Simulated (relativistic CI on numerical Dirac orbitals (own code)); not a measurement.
## Rh5+: M2,3 absorption edge

Computed with this model: Dirac-Coulomb-Breit CI, separate exchange-only KLI orbitals for each configuration, QED by a radiative potential, valence Slater integrals scaled by 0.7, multiplet model of core-to-valence dipole absorption; configurations [Kr] 4d4 → [Ne] 3s2 3p5 3d10 4s2 4p6 4d5; 10 K; Lorentzian 1.2 eV and Gaussian 0.4 eV FWHM. Energies are those of the free ion, without screening or charge transfer. The branching ratio is the share of the lower-energy edge in the whole absorption, uncertain by about 0.02 where the edges overlap. S is read from ⟨S²⟩ = S(S + 1).

Field parameters in Wybourne normalisation: D3d B²₀ = −7Dσ, B⁴₀ = −14Dq − 21Dτ, B⁴₃ = −14√(10/7) Dq. The field is a parameter set, without covalency.

free ion: ground-state S = 1.95, centroid 510.18 eV, branching ratio 0.866. Peaks (eV, height): 505.0 (44), 506.8 (100), 532.8 (17).

D3d, 10Dq = 35950, Dσ = -1200, Dτ = -40 cm⁻¹: ground-state S = 1.00, centroid 512.30 eV, branching ratio 0.804. Peaks (eV, height): 504.8 (76), 508.0 (100), 530.8 (15), 533.2 (30).

The statistical ratio of this edge is 2/3 = 0.667. Values above it arise where the holes sit mainly in the j = l + 1/2 valence subshell or the ground state has high spin; values below it where core-valence Coulomb terms move weight to the upper edge, as in nearly empty shells.

Strongest unbroadened transitions for free ion:

```csv
Energy (eV),Relative strength
504.92,44.3
506.74,100.0
507.13,4.3
507.19,32.2
507.70,6.4
508.27,2.2
508.49,3.0
508.72,1.3
508.90,2.3
509.43,1.9
509.52,1.3
509.65,2.3
532.58,14.7
533.00,1.2
533.06,7.6
533.43,0.7
534.26,3.6
534.71,3.4
```
